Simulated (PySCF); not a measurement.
# Assignment exercise: C6H8FN3

Structure with atom numbers: `[F:1][c:2]1[cH:3][n:4][n:5]([CH:6]2[CH2:7][CH2:8][CH2:9]2)[n:10]1`; H(Xn) means a hydrogen on atom n. Ha(C7), Ha(C8), Ha(C9) are cis to N5 on the ring; Hb(C7), Hb(C8), Hb(C9) are trans to N5 on the ring.

Calculated, not measured (PySCF): σ from GIAO-PBE0/pcSseg-1, geometry: PBE0-D3(BJ)/def2-SVP. Non-relativistic Hamiltonian, no solvent, one computed conformer, equivalent nuclei averaged.

Shifts are taken against calculated references (same method and geometry level): 13C (σref 184.41) and 1H (σref 31.27) against TMS.

Task: Assign these signals to the numbered atoms. 13C{1H} NMR (computed): δ 168.9, 120.0, 59.7, 32.3, 15.6.

Result: 
| δ (ppm) | atoms | environment | reason |
| --- | --- | --- | --- |
| 168.9 | C2 | aromatic carbon bearing fluorine | an ipso carbon deshielded by its heteroatom |
| 120.0 | C3 | aromatic CH next to a ring nitrogen | – |
| 59.7 | C6 | sp3 CH bonded to N | pulled downfield by the heteroatom |
| 32.3 | C7/C9 | sp3 CH2 in a ring | aliphatic region, no heteroatom directly attached |
| 15.6 | C8 | sp3 CH2 in a ring | – |

Task: Assign these signals to the numbered atoms. 1H NMR (400 MHz, computed): δ 6.99 (m, 1H), 4.59 (m, 1H), 2.72 (m, 2H), 2.27 (m, 2H), 1.74 (m, 1H), 1.67 (m, 1H).

Result: 
| δ (ppm) | atoms | environment | reason |
| --- | --- | --- | --- |
| 6.99 | H(C3) | hydrogen on an aromatic CH next to a ring nitrogen | the ring current deshields protons in the ring plane |
| 4.59 | H(C6) | hydrogen on an sp3 CH bonded to N | its carbon carries N, which withdraws density |
| 2.72 | Ha(C7)/Ha(C9) | hydrogen on an sp3 CH2 in a ring | – |
| 2.27 | Hb(C7)/Hb(C9) | hydrogen on an sp3 CH2 in a ring | – |
| 1.74 | Ha(C8) | hydrogen on an sp3 CH2 in a ring | far from electronegative atoms and π systems |
| 1.67 | Hb(C8) | hydrogen on an sp3 CH2 in a ring | – |

Ha(C8) and Hb(C8) lie closer than the usual error of such a calculation, so a measured spectrum could show them in the other order.

Splittings by 19F in the carbon and heteronuclear signals aren't shown, as no couplings were computed. Shifts are as computed. Against solution values, carbons near 30 ppm lie about +2 ppm off and those near 130 ppm about +5 ppm. Of 1211 compounds with measured shifts, 218 miss one by over three times the rms of a fit or turn the order of signals round; such compounds aren't used in these exercises. Multiplicities follow the n + 1 count of equivalent neighbours, as no J values were calculated; m marks all less simple cases, F and P coupling included.
